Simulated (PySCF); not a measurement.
Isomers of C6H8OSi, mass 124.034 u with the commonest isotopes. Computed with B3LYP/def2-SVPD in PySCF (dipole) on a GFN2-xTB geometry, gas phase. One conformer each, none proved a minimum here; rigid rotors.

Question: Order these by rotational constant C, smallest first.
A. `[CH:1]#[C:2][C@@H:3]1[C:4](=[O:5])[SiH2:6][C@@H:7]1[CH3:8]` with C2–C3–C4–O5 82°, C3–C4–Si6–C7 -12°, C4–Si6–C7–C8 134°, C2–C3–C7–Si6 99°
B. `[SiH3:1][O:2][C@@:3]12[CH:4]=[CH:5][C@H:6]3[C@@H:7]1[C@@H:8]23` with Si1–O2–C3–C4 -70°
C. `[cH:1]1[cH:2][o:3][c:4]([SiH:5]2[CH2:6][CH2:7]2)[cH:8]1` with O3–C4–Si5–C6 154°

Answer: C (907.8 MHz), B (1084 MHz), A (1139 MHz).

Question: Order these by rotational constant A, smallest first.
A. `[SiH3:1][O:2][C@@:3]12[CH:4]=[CH:5][C@H:6]3[C@@H:7]1[C@@H:8]23` with Si1–O2–C3–C4 -70°
B. `[CH:1]#[C:2][C@@H:3]1[C:4](=[O:5])[SiH2:6][C@@H:7]1[CH3:8]` with C2–C3–C4–O5 82°, C3–C4–Si6–C7 -12°, C4–Si6–C7–C8 134°, C2–C3–C7–Si6 99°
C. `[cH:1]1[cH:2][o:3][c:4]([SiH:5]2[CH2:6][CH2:7]2)[cH:8]1` with O3–C4–Si5–C6 154°

Answer: B (2003 MHz), A (4626 MHz), C (5098 MHz).

Question: Order these by rotational constant B, smallest first.
A. `[CH:1]#[C:2][C@@H:3]1[C:4](=[O:5])[SiH2:6][C@@H:7]1[CH3:8]` with C2–C3–C4–O5 82°, C3–C4–Si6–C7 -12°, C4–Si6–C7–C8 134°, C2–C3–C7–Si6 99°
B. `[cH:1]1[cH:2][o:3][c:4]([SiH:5]2[CH2:6][CH2:7]2)[cH:8]1` with O3–C4–Si5–C6 154°
C. `[SiH3:1][O:2][C@@:3]12[CH:4]=[CH:5][C@H:6]3[C@@H:7]1[C@@H:8]23` with Si1–O2–C3–C4 -70°

Answer: B (1014 MHz), C (1218 MHz), A (1806 MHz).

| SMILES | point group | Ia (u·Å²) | Ib (u·Å²) | Ic (u·Å²) | κ | μa (D) | μb (D) | μc (D) |
| --- | --- | --- | --- | --- | --- | --- | --- | --- |
| [SiH3]O[C@@]12C=C[C@H]3[C@@H]1[C@H]32 | C1 | 109.26 | 415.02 | 466.14 | -0.92 | 0.40 | 0.53 | 0.74 |
| c1coc([SiH]2CC2)c1 | near Cs | 99.13 | 498.25 | 556.73 | -0.95 | 0.65 | 0.65 | 0.00 |
| C#C[C@@H]1C(=O)[SiH2][C@@H]1C | C1 | 252.32 | 279.89 | 443.80 | 0.54 | 1.20 | 2.82 | 0.02 |
